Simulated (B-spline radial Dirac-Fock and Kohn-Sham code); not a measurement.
## K-line shifts caused by a second vacancy in Pr⁵⁺

System: the Pr⁵⁺ ion, 1s2 2s2 2p6 3s2 3p6 3d10 4s2 4p6 4d10 5s2 5p6, inside a Watson sphere of charge -5 and radius 2.7 Å (a model of the Madelung potential; inside it an electron's potential energy is raised by 26.7 eV).

Input of the calculation (task.json; shells as n, l, electrons):

```json
{"items": [{
  "Z": 59,
  "q": 5,
  "cfg": [[1, 0, 2], [2, 0, 2], [2, 1, 6], [3, 0, 2], [3, 1, 6], [3, 2, 10], [4, 0, 2], [4, 1, 6], [4, 2, 10], [5, 0, 2], [5, 1, 6]],
  "A": 141,
  "rrms": 4.8919,
  "watson": [-5, 2.7],
  "do": ["binding", "quiet", "double"]
}]}
```

Command: `python xray_run.py task.json out`

Level of theory: Dirac-Fock energy differences between relaxed states, corrected for Breit and QED terms; a radial atomic solver. Each two-hole energy is an average over J within one jj subconfiguration, not an observable level; in light atoms, where LS coupling holds, the j-resolved values are not observed lines, and for a K spectator the Kα1 hypersatellite is nearly forbidden. Correlation and solid-state effects are left out.

Lines without a spectator: Kα2 (K-L2) 35544.8 eV, Kα1 (K-L3) 36020.9 eV, Kβ3 (K-M2) 40641.7 eV, Kβ1 (K-M3) 40737.8 eV. Shifts in eV with one spectator hole (a dash: not computed, or left out as unreliable):

| spectator hole | Kα2 | Kα1 | Kβ3 | Kβ1 |
| --- | --- | --- | --- | --- |
| K (1s) | +712.6 | +745.2 | +914.7 | +922.0 |
| L2 (2p1/2) | +82.8 | +106.8 | – | +218.5 |
| L3 (2p3/2) | +74.2 | +76.6 | +183.4 | – |
| M2 (3p1/2) | – | +13.86 | +30.0 | +36.1 |
| M3 (3p3/2) | +9.09 | – | +28.83 | +28.55 |
| M4 (3d3/2) | +2.08 | -1.12 | – | – |
| M5 (3d5/2) | -1.97 | +0.65 | – | – |

With n spectator holes in 2p, averaged over the 2p shell (energies in eV):

```
n     KαLⁿ   step  hypersatellite KαʰLⁿ
0  35862.1      –               36596.4
1  35946.6  +84.4               36682.5
2  36032.4  +85.8               36770.0
3  36119.6  +87.2               36858.9
4  36208.3  +88.6               36949.2
5  36298.3  +90.0               37040.9
```
